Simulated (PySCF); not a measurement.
C$_{6}$H$_{12}$N (SMILES C[C]=NC(C)(C)C), doublet, geometry from GFN2-xTB; PBE0/6-31G in PySCF.

The PySCF input:
```python
from pyscf import gto, scf, dft

mol = gto.Mole()
mol.atom = '''
    C     2.96688652    0.29994320    0.03955754
    C     1.51244537    0.52364495    0.01683271
    N     0.61415080   -0.32588135    0.00826668
    C    -0.81185820   -0.13379732   -0.01089414
    C    -1.37065646   -0.79983065    1.25189169
    C    -1.34340475   -0.85076214   -1.25735447
    C    -1.20510502    1.34873967   -0.04524630
    H     3.41245560    0.78429189   -0.82873314
    H     3.23572273   -0.76135598    0.03579279
    H     3.38090422    0.76959045    0.93129596
    H    -1.06752840   -1.84326204    1.28846783
    H    -2.45627869   -0.74747907    1.25573671
    H    -0.99070630   -0.29881680    2.13941606
    H    -2.42857762   -0.79777004   -1.28761546
    H    -0.94300136   -0.38702771   -2.15606551
    H    -1.04130045   -1.89502996   -1.24418914
    H    -0.81115315    1.85805131    0.83108678
    H    -0.79226132    1.82241315   -0.93281097
    H    -2.28717563    1.44993795   -0.05897106
'''
mol.basis = '6-31g'
mol.spin = 1
mol.verbose = 4
mol.build()

mf = dft.UKS(mol)
mf.xc = 'pbe0'
mf.DIIS = scf.EDIIS
mf.kernel()
mf.analyze()
```

Question: Write the output that PySCF gives for this input, abridged.

Answer: 
```
PySCF version 2.14.0

[INPUT] verbose = 4
[INPUT] num. atoms = 19
[INPUT] num. electrons = 55
[INPUT] charge = 0
[INPUT] spin (= nelec alpha-beta = 2S) = 1
[INPUT] symmetry False subgroup None
[INPUT] Mole.unit = angstrom
[INPUT] Symbol           X                Y                Z      unit          X                Y                Z       unit  Magmom
[...]
nuclear repulsion = 306.708250582474
number of shells = 59
number of NR pGTOs = 202
number of NR cGTOs = 87
basis = 6-31g
ecp = {}

******** <class 'pyscf.dft.uks.UKS'> ********
method = UKS
initial guess = minao
damping factor = 0
level_shift factor = 0
DIIS = <class 'pyscf.scf.diis.EDIIS'>
diis_start_cycle = 1
diis_space = 8
diis_damp = 0
SCF conv_tol = 1e-09
SCF conv_tol_grad = None
SCF max_cycles = 50
direct_scf = True
direct_scf_tol = 1e-13
number electrons alpha = 28  beta = 27
XC library pyscf.dft.libxc version 7.1.2
    S. Lehtola, C. Steigemann, M. J. T. Oliveira, and M. A. L. Marques,  SoftwareX 7, 1–5 (2018)
XC functionals = pbe0
    C. Adamo and V. Barone,  J. Chem. Phys. 110, 6158 (1999)
    M. Ernzerhof and G. E. Scuseria,  J. Chem. Phys. 110, 5029 (1999)
radial grids:
    Treutler-Ahlrichs [JCP 102, 346 (1995); DOI:10.1063/1.469408] (M4) radial grids

becke partition: Becke, JCP 88, 2547 (1988); DOI:10.1063/1.454033
pruning grids: <function nwchem_prune>
grids dens level: 3
symmetrized grids: False
atomic radii adjust function: <function treutler_atomic_radii_adjust>
small_rho_cutoff = 0
Set gradient conv threshold to 3.16228e-05
tot grids = 216312
init E= -290.770361655824

cycle= 1 E= -290.05738323393  delta_E= 0.713  |g|= 0.309  |ddm|= 2.81
cycle= 2 E= -290.041232050342  delta_E= 0.0162  |g|= 0.367  |ddm|= 0.662
cycle= 3 E= -290.102471318643  delta_E= -0.0612  |g|= 0.137  |ddm|= 0.429
cycle= 4 E= -290.10247131863  delta_E= 1.3e-11  |g|= 0.137  |ddm|= 1.36e-10
cycle= 5 E= -290.102471318644  delta_E= -1.41e-11  |g|= 0.137  |ddm|= 1.47e-10
cycle= 6 E= -290.102471317835  delta_E= 8.09e-10  |g|= 0.137  |ddm|= 7.78e-09
cycle= 7 E= -290.102471336711  delta_E= -1.89e-08  |g|= 0.137  |ddm|= 1.82e-07
cycle= 8 E= -290.102471318411  delta_E= 1.83e-08  |g|= 0.137  |ddm|= 1.76e-07
cycle= 9 E= -290.102471318535  delta_E= -1.24e-10  |g|= 0.137  |ddm|= 1.22e-09
cycle= 10 E= -290.103473904397  delta_E= -0.001  |g|= 0.123  |ddm|= 0.158
cycle= 11 E= -290.09652656494  delta_E= 0.00695  |g|= 0.175  |ddm|= 0.228
cycle= 12 E= -290.110592201888  delta_E= -0.0141  |g|= 0.0378  |ddm|= 0.184
cycle= 13 E= -290.110592202227  delta_E= -3.39e-10  |g|= 0.0378  |ddm|= 1.95e-08
cycle= 14 E= -290.11059220193  delta_E= 2.97e-10  |g|= 0.0378  |ddm|= 1.07e-08
cycle= 15 E= -290.110592201692  delta_E= 2.38e-10  |g|= 0.0378  |ddm|= 5.51e-09
cycle= 16 E= -290.110592203154  delta_E= -1.46e-09  |g|= 0.0378  |ddm|= 4.49e-08
cycle= 17 E= -290.11059220337  delta_E= -2.16e-10  |g|= 0.0378  |ddm|= 1.09e-08
cycle= 18 E= -290.100451205712  delta_E= 0.0101  |g|= 0.153  |ddm|= 0.127
cycle= 19 E= -290.109811522188  delta_E= -0.00936  |g|= 0.0541  |ddm|= 0.142
cycle= 20 E= -290.102433846686  delta_E= 0.00738  |g|= 0.137  |ddm|= 0.147
cycle= 21 E= -290.110811104353  delta_E= -0.00838  |g|= 0.0325  |ddm|= 0.125
cycle= 22 E= -290.110811104631  delta_E= -2.79e-10  |g|= 0.0325  |ddm|= 3.12e-08
cycle= 23 E= -290.110811104479  delta_E= 1.53e-10  |g|= 0.0325  |ddm|= 1.71e-08
cycle= 24 E= -290.110811104664  delta_E= -1.86e-10  |g|= 0.0325  |ddm|= 2.1e-08
cycle= 25 E= -290.110811104696  delta_E= -3.16e-11  |g|= 0.0325  |ddm|= 3.24e-09
cycle= 26 E= -290.1108111046  delta_E= 9.63e-11  |g|= 0.0325  |ddm|= 1.07e-08
cycle= 27 E= -290.105389943586  delta_E= 0.00542  |g|= 0.114  |ddm|= 0.111
cycle= 28 E= -290.110770459466  delta_E= -0.00538  |g|= 0.0333  |ddm|= 0.0902
cycle= 29 E= -290.108045581243  delta_E= 0.00272  |g|= 0.0839  |ddm|= 0.0992
cycle= 30 E= -290.111001468517  delta_E= -0.00296  |g|= 0.0271  |ddm|= 0.0652
cycle= 31 E= -290.111001468134  delta_E= 3.83e-10  |g|= 0.0271  |ddm|= 1.92e-08
cycle= 32 E= -290.111001468048  delta_E= 8.53e-11  |g|= 0.0271  |ddm|= 4.11e-09
cycle= 33 E= -290.111001468124  delta_E= -7.58e-11  |g|= 0.0271  |ddm|= 3.66e-09
cycle= 34 E= -290.111001468121  delta_E= 2.96e-12  |g|= 0.0271  |ddm|= 2.64e-10
cycle= 35 E= -290.111001468177  delta_E= -5.58e-11  |g|= 0.0271  |ddm|= 2.87e-09
cycle= 36 E= -290.109996738316  delta_E= 0.001  |g|= 0.0544  |ddm|= 0.0666
cycle= 37 E= -290.111005149837  delta_E= -0.00101  |g|= 0.0263  |ddm|= 0.0353
cycle= 38 E= -290.110955115041  delta_E= 5e-05  |g|= 0.029  |ddm|= 0.0501
cycle= 39 E= -290.11118433979  delta_E= -0.000229  |g|= 0.0191  |ddm|= 0.0173
cycle= 40 E= -290.111184280718  delta_E= 5.91e-08  |g|= 0.0191  |ddm|= 1.37e-05
cycle= 41 E= -290.11118433914  delta_E= -5.84e-08  |g|= 0.0191  |ddm|= 1.37e-05
cycle= 42 E= -290.111184339741  delta_E= -6.01e-10  |g|= 0.0191  |ddm|= 4.22e-08
cycle= 43 E= -290.111184339763  delta_E= -2.18e-11  |g|= 0.0191  |ddm|= 1.58e-09
cycle= 44 E= -290.111170428705  delta_E= 1.39e-05  |g|= 0.0198  |ddm|= 0.00191
cycle= 45 E= -290.111328060681  delta_E= -0.000158  |g|= 0.00723  |ddm|= 0.0233
cycle= 46 E= -290.111205112976  delta_E= 0.000123  |g|= 0.0174  |ddm|= 0.0153
cycle= 47 E= -290.111321184707  delta_E= -0.000116  |g|= 0.00766  |ddm|= 0.0212
cycle= 48 E= -290.11132118214  delta_E= 2.57e-09  |g|= 0.00766  |ddm|= 3.86e-07
cycle= 49 E= -290.111321351827  delta_E= -1.7e-07  |g|= 0.00764  |ddm|= 2.22e-05
cycle= 50 E= -290.111321196789  delta_E= 1.55e-07  |g|= 0.00766  |ddm|= 2.03e-05
SCF not converged.
SCF energy = -290.111321196789 after 50 cycles  <S^2> = 0.7532487  2S+1 = 2.0032461
**** SCF Summaries ****
Total Energy =                        -290.111321196788992
Nuclear Repulsion Energy =             306.708250582473568
One-electron Energy =                 -997.737974264032800
Two-electron Energy =                  400.918402484770297
Two-electron Coulomb Energy =          444.510484098266147
DFT Exchange-Correlation Energy =      -43.592081613495829
**** MO energy ****
                             alpha | beta                alpha | beta
[...]
To work with the spin densities directly, `use mulliken_meta_spin()` only printing them here.

 ** Mulliken spin pop alpha/beta on meta-lowdin orthogonal AOs **
 ** Mulliken Spin Density (per AO)  **
spin_pop of  0 C 1s       -0.00000
spin_pop of  0 C 2s        0.00732
spin_pop of  0 C 3s        0.00010
spin_pop of  0 C 2px       0.01484
spin_pop of  0 C 2py      -0.00644
spin_pop of  0 C 2pz       0.00126
spin_pop of  0 C 3px       0.00072
spin_pop of  0 C 3py       0.00022
spin_pop of  0 C 3pz       0.00007
spin_pop of  1 C 1s       -0.00001
spin_pop of  1 C 2s        0.13577
spin_pop of  1 C 3s        0.00954
spin_pop of  1 C 2px       0.03732
spin_pop of  1 C 2py       0.46310
spin_pop of  1 C 2pz       0.03722
spin_pop of  1 C 3px       0.00058
spin_pop of  1 C 3py       0.00095
spin_pop of  1 C 3pz       0.00003
spin_pop of  2 N 1s       -0.00000
spin_pop of  2 N 2s        0.02838
spin_pop of  2 N 3s        0.00430
spin_pop of  2 N 2px      -0.00124
spin_pop of  2 N 2py       0.21221
spin_pop of  2 N 2pz      -0.03323
spin_pop of  2 N 3px       0.00072
spin_pop of  2 N 3py       0.00338
spin_pop of  2 N 3pz      -0.00033
spin_pop of  3 C 1s       -0.00000
spin_pop of  3 C 2s        0.00554
spin_pop of  3 C 3s        0.00009
spin_pop of  3 C 2px       0.01520
spin_pop of  3 C 2py      -0.00142
spin_pop of  3 C 2pz       0.00200
spin_pop of  3 C 3px       0.00033
spin_pop of  3 C 3py       0.00012
spin_pop of  3 C 3pz      -0.00004
spin_pop of  4 C 1s        0.00000
spin_pop of  4 C 2s       -0.00006
spin_pop of  4 C 3s        0.00000
spin_pop of  4 C 2px      -0.00016
spin_pop of  4 C 2py      -0.00048
spin_pop of  4 C 2pz      -0.00180
spin_pop of  4 C 3px       0.00039
spin_pop of  4 C 3py       0.00003
spin_pop of  4 C 3pz       0.00001
spin_pop of  5 C 1s        0.00000
spin_pop of  5 C 2s        0.00001
spin_pop of  5 C 3s        0.00000
spin_pop of  5 C 2px      -0.00012
spin_pop of  5 C 2py      -0.00058
spin_pop of  5 C 2pz      -0.00169
spin_pop of  5 C 3px       0.00039
spin_pop of  5 C 3py       0.00003
spin_pop of  5 C 3pz       0.00001
spin_pop of  6 C 1s       -0.00000
spin_pop of  6 C 2s        0.00011
spin_pop of  6 C 3s        0.00003
spin_pop of  6 C 2px       0.00176
spin_pop of  6 C 2py       0.02006
spin_pop of  6 C 2pz       0.00057
spin_pop of  6 C 3px       0.00038
spin_pop of  6 C 3py       0.00041
spin_pop of  6 C 3pz       0.00000
spin_pop of  7 H 1s       -0.00098
spin_pop of  7 H 2s        0.00034
spin_pop of  8 H 1s        0.04408
spin_pop of  8 H 2s        0.00167
spin_pop of  9 H 1s       -0.00107
spin_pop of  9 H 2s        0.00035
spin_pop of  10 H 1s        0.00064
spin_pop of  10 H 2s        0.00032
spin_pop of  11 H 1s       -0.00074
spin_pop of  11 H 2s        0.00002
spin_pop of  12 H 1s        0.00031
spin_pop of  12 H 2s        0.00006
spin_pop of  13 H 1s       -0.00074
spin_pop of  13 H 2s        0.00002
spin_pop of  14 H 1s        0.00031
spin_pop of  14 H 2s        0.00005
spin_pop of  15 H 1s        0.00063
spin_pop of  15 H 2s        0.00032
spin_pop of  16 H 1s       -0.00102
spin_pop of  16 H 2s        0.00030
spin_pop of  17 H 1s       -0.00098
spin_pop of  17 H 2s        0.00028
spin_pop of  18 H 1s       -0.00208
spin_pop of  18 H 2s       -0.00002
 ** Mulliken Spin Density (per atom)  **
spin density of  0 C =      0.01809
spin density of  1 C =      0.68450
spin density of  2 N =      0.21420
spin density of  3 C =      0.02183
spin density of  4 C =     -0.00207
spin density of  5 C =     -0.00194
spin density of  6 C =      0.02331
spin density of  7 H =     -0.00064
spin density of  8 H =      0.04575
spin density of  9 H =     -0.00072
spin density of  10 H =      0.00096
spin density of  11 H =     -0.00072
spin density of  12 H =      0.00037
spin density of  13 H =     -0.00072
spin density of  14 H =      0.00037
spin density of  15 H =      0.00095
spin density of  16 H =     -0.00072
spin density of  17 H =     -0.00069
spin density of  18 H =     -0.00210
 ** Mulliken pop alpha/beta on meta-lowdin orthogonal AOs **
 ** Mulliken pop       alpha | beta **
In total            28.00000 | 27.00000
 ** Mulliken atomic charges   ( Nelec_alpha | Nelec_beta ) **
charge of  0C =     -0.34251  (     3.18030      3.16221 )
charge of  1C =     -0.02271  (     3.35361      2.66911 )
charge of  2N =     -0.18424  (     3.69922      3.48502 )
charge of  3C =      0.14693  (     2.93745      2.91562 )
charge of  4C =     -0.32942  (     3.16367      3.16575 )
charge of  5C =     -0.32943  (     3.16374      3.16569 )
charge of  6C =     -0.34063  (     3.18197      3.15866 )
charge of  7H =      0.13586  (     0.43175      0.43239 )
charge of  8H =      0.12539  (     0.46018      0.41443 )
charge of  9H =      0.13613  (     0.43157      0.43229 )
charge of  10H =      0.11568  (     0.44264      0.44168 )
charge of  11H =      0.10885  (     0.44521      0.44593 )
charge of  12H =      0.11071  (     0.44483      0.44446 )
charge of  13H =      0.10870  (     0.44529      0.44601 )
charge of  14H =      0.11075  (     0.44481      0.44444 )
charge of  15H =      0.11566  (     0.44265      0.44170 )
charge of  16H =      0.11274  (     0.44327      0.44399 )
charge of  17H =      0.11261  (     0.44335      0.44404 )
charge of  18H =      0.10891  (     0.44449      0.44659 )
Dipole moment(X, Y, Z, Debye):  0.01289,  0.30023,  0.00765
```

The run did not converge; its last values are not results.
